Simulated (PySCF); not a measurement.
NP, SMILES N#P.

Geometry optimised at B3LYP-D3(BJ)/def2-TZVPD.

Method: HF/def2-TZVPD in PySCF.

Gas-phase values at a fixed geometry.

Question: Estimate the frontier levels, gap, dipole moment and polarisability. (Estimate from the structure and the level; the computed values follow.)

Answer: 
The highest occupied level comes out as -12.11 eV, the lowest empty level is 1.09 eV and the orbital gap comes out as 13.19 eV. The dipole moment comes out as 3.27 D and the quadrupole, principal values (traceless, Buckingham form, about the centre of nuclear charge) comes out as -2.38, 1.19, 1.19 D·Å. The mean static polarisability is 27.5 bohr³ (4.08 Å³) and the polarisability, principal values is 23.6, 23.6, 35.5 bohr³.
